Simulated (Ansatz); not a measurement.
The cluster Mg₄H₈, 12 atoms. Hardware: 4 threads of AMD EPYC 7B13 on a shared host.

Correlated methods freeze 4 core orbitals; core or outer-core shells of Mg are correlated, in sets that lack core-valence functions.

(1) How many basis functions does each of these Ansatz runs have, and roughly what does it cost? CCSD(T)/def2-TZVP, charge 0 singlet, energy, from earlier orbitals; PBE-D4/def2-TZVP, charge 0 singlet, energy, from earlier orbitals; PBE0-D4/def2-TZVP, charge 0 triplet at the geometry of the charge 0 singlet, energy; RPA@PBE/def2-TZVP, charge 0 singlet, energy, from earlier orbitals; PBE0-D4/def2-TZVPD, charge 0 singlet, energy, from earlier orbitals; PBE0-D4/def2-SVP, charge 0 singlet, energy with a search over starts; r2SCAN0-D4/def2-TZVP, charge 0 singlet, energy, from earlier orbitals; r2SCAN-D4/def2-TZVP, charge 0 singlet, energy, from earlier orbitals; PBE-D4/def2-TZVP, charge 1 doublet at the geometry of the charge 0 singlet, energy, from earlier orbitals; PBE-D4/def2-SVP, charge 0 singlet, energy, from earlier orbitals; PBE0-D4/def2-TZVP, charge 1 doublet at the geometry of the charge 0 singlet, energy, from earlier orbitals; PBE0-D4/def2-SVP, charge -1 doublet at the geometry of the charge 0 singlet, energy with a search over starts.

Results:

(1) Other jobs shared the machine, so times can vary by a factor of up to 3. A dash marks memory too small to be measured apart from the calling script's.

```json
{"run": "PBE-D4/def2-SVP, charge 0 singlet, energy, from earlier orbitals", "functions": "112", "fitting or Cholesky vectors": "1180", "wall time": "1.1 s", "peak host memory (GiB)": "–"}
{"run": "PBE-D4/def2-TZVP, charge 0 singlet, energy, from earlier orbitals", "functions": "176", "fitting or Cholesky vectors": "1504", "wall time": "1.5 s", "peak host memory (GiB)": "–"}
{"run": "PBE0-D4/def2-SVP, charge 0 singlet, energy with a search over starts", "functions": "112", "fitting or Cholesky vectors": "1228", "wall time": "2 s", "peak host memory (GiB)": "–"}
{"run": "PBE-D4/def2-TZVP, charge 1 doublet at the geometry of the charge 0 singlet, energy, from earlier orbitals", "functions": "176", "fitting or Cholesky vectors": "1504", "wall time": "2.7 s", "peak host memory (GiB)": "–"}
{"run": "PBE0-D4/def2-TZVPD, charge 0 singlet, energy, from earlier orbitals", "functions": "212", "fitting or Cholesky vectors": "1640", "wall time": "2.8 s", "peak host memory (GiB)": "0.65"}
{"run": "r2SCAN-D4/def2-TZVP, charge 0 singlet, energy, from earlier orbitals", "functions": "176", "fitting or Cholesky vectors": "1504", "wall time": "3 s", "peak host memory (GiB)": "–"}
{"run": "r2SCAN0-D4/def2-TZVP, charge 0 singlet, energy, from earlier orbitals", "functions": "176", "fitting or Cholesky vectors": "1504", "wall time": "3.4 s", "peak host memory (GiB)": "0.56"}
{"run": "RPA@PBE/def2-TZVP, charge 0 singlet, energy, from earlier orbitals", "functions": "176", "fitting or Cholesky vectors": "1506", "wall time": "3.5 s", "peak host memory (GiB)": "–"}
{"run": "PBE0-D4/def2-TZVP, charge 1 doublet at the geometry of the charge 0 singlet, energy, from earlier orbitals", "functions": "176", "fitting or Cholesky vectors": "1504", "wall time": "4.5 s", "peak host memory (GiB)": "0.73"}
{"run": "PBE0-D4/def2-TZVP, charge 0 triplet at the geometry of the charge 0 singlet, energy", "functions": "176", "fitting or Cholesky vectors": "1504", "wall time": "6.5 s", "peak host memory (GiB)": "0.74"}
{"run": "PBE0-D4/def2-SVP, charge -1 doublet at the geometry of the charge 0 singlet, energy with a search over starts", "functions": "112", "fitting or Cholesky vectors": "984", "wall time": "8 s", "peak host memory (GiB)": "–"}
{"run": "CCSD(T)/def2-TZVP, charge 0 singlet, energy, from earlier orbitals", "functions": "176", "fitting or Cholesky vectors": "1506", "wall time": "78 s", "peak host memory (GiB)": "2.5"}
```
